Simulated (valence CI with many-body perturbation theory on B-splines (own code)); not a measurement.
**A CI+MBPT run for Xe²²⁺**

Calculated by valence CI with perturbative core correlation (CI+MBPT): four valence electrons over a frozen Dirac-Fock core [Ar] 3d10, radial functions for each j: 11 s, 11 p, 10 d, 8 f, 5 g, 2 h, with the one-electron correlation potential Σ1 (screened to all orders), the two-electron term Σ2, the three-electron term Σ3, Breit, model QED; selected single and double excitations, second order for the rest, scaled by the run's own slope (own B-spline code, finite nucleus).

Command, and the settings that its task file holds:

```sh
python run_cv.py task.json out
```

```
atom Xe  Z=54  mass_number=132  rms_radius_fm=4.7859
core [Ar] 3d10
valence 4s2 4p2
avg = 1
basis = M
breit = 1
cap = 32000
capref = 2000
cscale = 1
de = 0.0
dress = 0
eps = 2e-08
extrap = 1
h = 0.27
hh = 1
l2 = 3
lcore = 6
maxit = 60
n2 = 5
natural = 1
nlev = 150
nno = [5, 5, 5, 4, 2, 1]
nroot = 36
nsp = [6, 6, 5, 4, 3, 1]
pt2 = 1
qed = 1
rpa = 1
s1 = 1
s2 = 1
s3 = 1
screen = 1
tol = 2e-05
whole = 1
```

**Question.** Roughly how long does this run take on one core of Arm Neoverse V1, and how much memory?

**Answer.** 3.5 min on 1 thread of Arm Neoverse V1 (shared host), peak memory 1 GiB.

Log. The first blocks belong to the next ion, which gives the ionisation energy. Fields: 2J, parity (1 odd), roots, reference size, generating configurations, candidates as configurations/state functions, variational space P, stored matrix elements, Davidson steps; e2 is the range of second-order energies in hartree. The first line gives the box (bohr), its intervals, the orbitals and the steps of their self-consistent field. Window is the range of levels sought, series limit the energy at which the first omitted orbital would enter, core excitation an estimate of the first excitation out of the core, left out the lowest levels not solved, and shifts from estimates the range by which levels moved from their first estimate, all in cm⁻¹.

```
rmax 10.1 intervals 62 orbitals 83 references ['4s2 4p2', '4s 4p3', '4s2 4p 4d', '4p4', '4s 4p2 4d'] scf 5 t 1.4
2J=1 par=1 roots 2 ref 23 generators 7 cand 2146/3174 P 2165/3197 nnz 1.7e+06 it 5
2J=1 par=1 roots 2 ref 23 generators 14 cand 1476/2196 P 3641/5393 nnz 4e+06 it 5
   second order: generators 24 cand 10539/16557 e2 -0.00003 -0.00001
reference levels 1213, estimated 607, window 2076676 1/cm; series limit 4469752, core excitation 4914898
2J=0 par=0 roots 12 ref 48 generators 36 cand 2671/3867 P 4302/6407 nnz 2.8e+06 it 8
2J=0 par=0 roots 12 ref 48 generators 47 cand 12265/22215 P 16567/28622 nnz 3.5e+07 it 7
   second order: generators 78 cand 66894/143107 e2 -0.00015 -0.00000
2J=2 par=0 roots 18 ref 103 generators 39 cand 692/1951 P 2018/6391 nnz 4.1e+06 it 8
2J=2 par=0 roots 18 ref 103 generators 53 cand 7069/25498 P 9087/31889 nnz 6.1e+07 it 8
   second order: generators 87 cand 89430/469116 e2 -0.00186 -0.00017
2J=4 par=0 roots 27 ref 148 generators 42 cand 669/2018 P 1918/7081 nnz 5.2e+06 it 10
2J=4 par=0 roots 27 ref 148 generators 55 cand 5770/24905 P 7688/31986 nnz 6.5e+07 it 9
   second order: generators 90 cand 78110/630680 e2 -0.00318 -0.00041
2J=4 par=1 roots 29 ref 135 generators 40 cand 451/1874 P 1684/6628 nnz 4.8e+06 it 10
2J=4 par=1 roots 29 ref 135 generators 56 cand 5541/25352 P 7225/31980 nnz 6.7e+07 it 14
   second order: generators 85 cand 64747/508072 e2 -0.00247 -0.00037
2J=2 par=1 roots 22 ref 106 generators 39 cand 834/2596 P 2127/6399 nnz 4e+06 it 11
2J=2 par=1 roots 22 ref 106 generators 51 cand 6981/25561 P 9108/31960 nnz 6.3e+07 it 13
   second order: generators 75 cand 54087/295791 e2 -0.00156 -0.00022
2J=6 par=1 roots 25 ref 126 generators 35 cand 538/2202 P 1582/6361 nnz 4.5e+06 it 12
2J=6 par=1 roots 25 ref 126 generators 54 cand 5411/25629 P 6993/31990 nnz 6.7e+07 it 12
   second order: generators 80 cand 55941/515936 e2 -0.00218 -0.00071
2J=0 par=1 roots 10 ref 39 generators 28 cand 2313/3781 P 4029/6365 nnz 3e+06 it 7
2J=0 par=1 roots 10 ref 39 generators 35 cand 12217/21747 P 16246/28112 nnz 3.9e+07 it 9
   second order: generators 53 cand 37366/83187 e2 -0.00011 -0.00001
2J=8 par=1 roots 16 ref 96 generators 23 cand 890/3629 P 1582/6378 nnz 4.5e+06 it 7
2J=8 par=1 roots 16 ref 96 generators 44 cand 5471/25618 P 7053/31996 nnz 6.7e+07 it 10
   second order: generators 76 cand 58539/563357 e2 -0.00222 -0.00072
2J=6 par=0 roots 19 ref 126 generators 32 cand 655/2002 P 1765/7090 nnz 5.5e+06 it 7
...
2J=10 par=0 roots 4 ref 55 generators 29 cand 5774/25554 P 7822/31935 nnz 6.4e+07 it 10
   second order: generators 46 cand 57965/503376 e2 -0.00121 -0.00025
2J=10 par=1 roots 6 ref 59 generators 14 cand 1267/3804 P 2080/6362 nnz 4.1e+06 it 6
2J=10 par=1 roots 6 ref 59 generators 33 cand 5961/25557 P 8041/31919 nnz 6.3e+07 it 11
   second order: generators 47 cand 43644/405642 e2 -0.00087 -0.00040
2J=12 par=1 roots 3 ref 28 generators 7 cand 1505/4033 P 2649/6684 nnz 4.3e+06 it 5
2J=12 par=1 roots 3 ref 28 generators 15 cand 5534/25545 P 8183/32229 nnz 6.6e+07 it 6
   second order: generators 29 cand 36047/288287 e2 -0.00025 -0.00021
left out: unestimated 2893291, estimated 2193202, shifts from estimates -41 to 112
operators 3.8
```

The Davidson iterations converged.

No measured spectrum was set against this ion. As an estimate, levels hold to about 250 cm⁻¹ or 0.2 % of their energy and the worst to 1 %, as in measured heavy ions of charge 2 to 7; those with d or f electrons hold less well. Among the levels kept, up to 470 cm⁻¹ of a level comes from second order outside the variational space, and about a tenth of that is noise between levels of different J, which matters for small intervals.

```
Valence energy                            : -114.5552 hartree
Ionisation energy                         : 701.38 eV (NIST: 700 ± 4 eV (theoretical))
Reference configurations for the orbitals : 4s2 4p2, 4s 4p3, 4s2 4p 4d, 4p4, 4s 4p2 4d
Radial orbitals                           : 83
Box radius                                : 10.09 bohr
Largest variational space                 : 32229
Lowest levels                             : (4s^2 4p1/2^2) J=0 0, (4s^2 4p1/2 4p3/2) J=1 113580, (4s^2 4p1/2 4p3/2) J=2 133420, (4s^2 4p3/2^2) J=2 262260, (4s^2 4p3/2^2) J=0 309560, (4s 4p1/2^2 4p3/2) J=2 505170, (4s 4p1/2^2 4p3/2) J=1 577970, (4s 4p1/2 4p3/2^2) J=2 [a] 620930, (4s 4p1/2 4p3/2^2) J=3 654710, (4s 4p1/2 4p3/2^2) J=0 696170, (4s 4p1/2 4p3/2^2) J=1 [a] 711410, (4s 4p1/2 4p3/2^2) J=2 [b] 716010, (4s 4p1/2 4p3/2^2) J=1 [b] 759120, (4s^2 4p1/2 4d3/2) J=2 805700 cm⁻¹
```

Levels are named by their leading jj configuration (3d3/2^4 stands for four electrons in 3d with j = 3/2), which in mixed levels can hold well under half, so a name can repeat and another be missing. Letters in brackets count levels of one name in rising energy.
